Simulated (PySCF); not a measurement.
PySCF 2.14 output of an unrestricted wB97M-V calculation on a single atom or ion in aug-cc-pVTZ, with no relativity, point nucleus:

```
SCF conv_tol = 1e-09
number electrons alpha = 1  beta = 0
    N. Mardirossian and M. Head-Gordon.,  J. Chem. Phys. 144, 214110 (2016)
cycle= 1 E= -0.485304507129953  delta_E= -0.000772  |g|= 0.00349  |ddm|= 0.0565
cycle= 2 E= -0.485306574851494  delta_E= -2.07e-06  |g|= 0.000152  |ddm|= 0.000961
cycle= 3 E= -0.4853065853283  delta_E= -1.05e-08  |g|= 1.17e-05  |ddm|= 0.000149
cycle= 4 E= -0.485306585362247  delta_E= -3.39e-11  |g|= 1.49e-09  |ddm|= 5.89e-06
converged SCF energy = -0.485306585362247  <S^2> = 0.75  2S+1 = 2
```

The run itself started from symmetry-adapted Hartree-Fock orbitals and held the occupation by maximum overlap, on a logarithmic radial grid, so the iterations belong to that start.

Question: Which element, charge and spin multiplicity is this?

Answer: He+ (helium, charge +1), multiplicity 2; the state was 2p1, 2P determinant (an excited configuration).

For one electron the Hartree and exchange-correlation energies should cancel; what remains is the self-interaction error. The outer electron is Rydberg-like, and this basis confines it to a smaller radius and binds it less than a complete one would.
